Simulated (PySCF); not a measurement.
Input for PySCF: R-HF/STO-3G on C2H9N (a complex), monomers drawn apart or pushed together.

```python
from pyscf import gto, scf, dft, mp
from pyscf.data.elements import chemcore

mol = gto.M(
    atom='''
    N    -0.08577384   -0.02006318   -0.20176245
    H    -0.22693155    0.47508304   -1.07475436
    H     0.39150816    0.61087367    0.43176424
    H     0.54494491   -0.79115092   -0.38903838
    C    -0.61378721   -0.62891577    4.52513961
    C     0.45352784    0.46215800    4.51665955
    H    -0.95145578   -0.85086307    3.51197854
    H    -1.48430216   -0.32253727    5.10879314
    H    -0.23104584   -1.55201049    4.96574860
    H     1.33233054    0.15392286    3.94493791
    H     0.79194286    0.70361310    5.52640393
    H     0.07243647    1.38373336    4.07069636
    ''',
    basis='sto-3g',
    charge=0, spin=0, verbose=3, max_memory=1800)
mf = scf.RHF(mol)
mf.conv_tol = 1e-8
mf.max_cycle = 100
mf.kernel()
if not mf.converged:
    mf = mf.newton().run(mf.mo_coeff, mf.mo_occ)
```

It printed:

```
converged SCF energy = -133.759900225788
```

The run converged.

Cost: about 0.15 core-seconds (a rough figure).
